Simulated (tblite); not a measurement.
Compound: CH₅Cl₃P₂Si₂.
SMILES: `C(Cl)(Cl)(Cl)[SiH]1P[SiH2]P1`

Calculated harmonic vibrations of the isolated species, GFN2-xTB (tblite), most abundant isotopes, no scaling. This tight-binding method is rough: wavenumbers can miss measured ones by several per cent, in bad cases by 10 to 20. Modes of hydrogen on phosphorus and silicon can be 10 to 20 % off.

Harmonic wavenumbers (cm⁻¹): 27.8, 34.9, 65.1, 89.8, 128.1, 149.1, 230.9, 247.0, 252.3, 269.9, 388.1, 399.6, 405.9, 424.0, 442.9, 459.1, 474.2, 489.6, 580.8, 600.4, 626.9, 651.6, 658.9, 665.5, 681.3, 718.2, 726.1, 823.2, 2241.6, 2258.6, 2260.6, 2317.6, 2332.9.

A = 999.5, B = 512.1, C = 439.5 MHz; mass 239.847 u (most abundant isotopes); point group C1, symmetry number 1.

Question: Zero-point energy?

Answer: Half the sum of the wavenumbers: 11561 cm⁻¹ = 138.30 kJ/mol.

Question: Entropy at 400 K, 1 bar (ideal gas, RRHO, classical rotation)?

Answer: Translation 183.31, rotation 136.03, vibration 228.78: S = 548.1 J/(mol K).

Question: And Cp and H(400 K) − H(0)?

Answer: Cp = 221.09 J/(mol K), of which vibrations give 187.83 (their classical limit is 33 R = 274.4); H(400 K) − H(0) = 57.69 kJ/mol without the zero-point energy, 44.39 from vibrations.

Question: What must be added to the electronic energy to get the Gibbs energy at 400 K and 1 bar?

Answer: ZPE + [H(400 K) − H(0)] − T·S = 138.30 + 57.69 − 219.25 = -23.26 kJ/mol.

Question: Blend soft modes into free rotors: weight 1/[1 + (100 cm⁻¹/ν̃)⁴] for the oscillator and the rest for a rotor with moment μB/(μ + B), μ = h/(8π²ν), B = 10⁻⁴⁴ kg m². What vibrational entropy results?

Answer: 203.76 J/(mol K) in place of 228.78, which changes −T·S at 400 K by +10.01 kJ/mol.

Question: How do the functions run with temperature in this model?

Answer: 
| T (K) | S (J/(mol K)) | Cp (J/(mol K)) | H − H(0) (kJ/mol) | G − H(0) (kJ/mol) | ln q(vib) |
| --- | --- | --- | --- | --- | --- |
| 150 | 376.7 | 125.5 | 12.02 | -44.48 | 5.18 |
| 250 | 453.8 | 177.9 | 27.36 | -86.11 | 8.90 |
| 298.15 | 486.8 | 195.6 | 36.36 | -108.76 | 10.64 |
| 600 | 643.5 | 248.4 | 104.94 | -281.18 | 20.33 |
| 900 | 748.9 | 270.4 | 183.11 | -490.88 | 27.95 |

q(vib) and H(0) count from the zero-point level.

Question: Which modes carry the vibrational entropy at 400 K?

Answer: 27.8 cm⁻¹: 27.46; 34.9 cm⁻¹: 25.57; 65.1 cm⁻¹: 20.40; 89.8 cm⁻¹: 17.75; 128.1 cm⁻¹: 14.83; 149.1 cm⁻¹: 13.59 J/(mol K); the other 27 give 109.17 together.

Hindered rotation and anharmonicity are outside this model. The structure is chiral; the term R ln 2 for an equal mix with its mirror image is left out.

Time: 1.0 s wall. Hardware: Arm Neoverse V1, one thread, on a shared host. This covers the Hessian and the dipole derivatives.
